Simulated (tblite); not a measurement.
A tight-binding relaxation on `C[Si@@H](C#N)[GeH2][SiH3]`.

Computed with GFN2-xTB geometry optimisation, gas phase (tblite 0.8.0). Start geometry: from a force field or distance geometry. A driver script takes a list of jobs; this job's settings line and coordinates (Å) are shown.

Command:
```bash
OMP_NUM_THREADS=1 python probes_run.py task.json out
```

Input:
```
{"job": {"kind": "relax", "xc": "GFN2-xTB", "basis": "xTB"}, "charge": 0, "multiplicity": 1}
C     -2.090400    -0.839000     0.671800
Si    -1.161900     0.258300    -0.551500
C     -1.214900     2.001600    -0.049700
N     -1.275000     3.117100     0.264900
Ge     0.952700    -0.486000    -0.976700
Si     2.525300     0.073100     0.575100
H     -2.197100    -0.250900     1.609800
H     -3.120600    -0.956500     0.288200
H     -1.537500    -1.767600     0.820100
H     -1.929100     0.171000    -1.792100
H      1.399500     0.119500    -2.341000
H      0.910000    -2.025200    -1.160700
H      2.291300    -0.620700     1.857000
H      3.853800    -0.327700     0.031500
H      2.589600     1.540800     0.731600
```

Output:
```
step      E/eV     max force
  0    -465.54239    2.898
  1    -465.48929    7.630
  2    -465.70737    0.742
  3    -465.74326    0.578
  4    -465.80356    0.649
  5    -465.82643    0.456
  6    -465.84916    0.321
  7    -465.86053    0.334
  8    -465.87670    0.392
  9    -465.88828    0.299
... (89 lines left out)
 99    -465.94287    0.013
100    -465.94290    0.024
101    -465.94295    0.032
102    -465.94298    0.025
103    -465.94300    0.010
104    -465.94301    0.012
105    -465.94302    0.026
106    -465.94304    0.025
107    -465.94310    0.014
108    -465.94312    0.008
```

«max force» is the largest atomic force in eV/Å.

**Question.** From which step on does the largest force stay under 0.1 eV/Å, and how much energy is left to gain from there?

**Answer.** From step 56 (0.069 eV/Å), 8.5 meV above the end.

Main results: energy lowered by 9.2 kcal/mol over 108 steps; largest atomic force 0.008 eV/Å at the end.

Hardware: Arm Neoverse V1, one thread (shared host). Cost: 0.84 s of wall time.
Labels such as C1 count atoms from 1, the log's own numbers from 0.
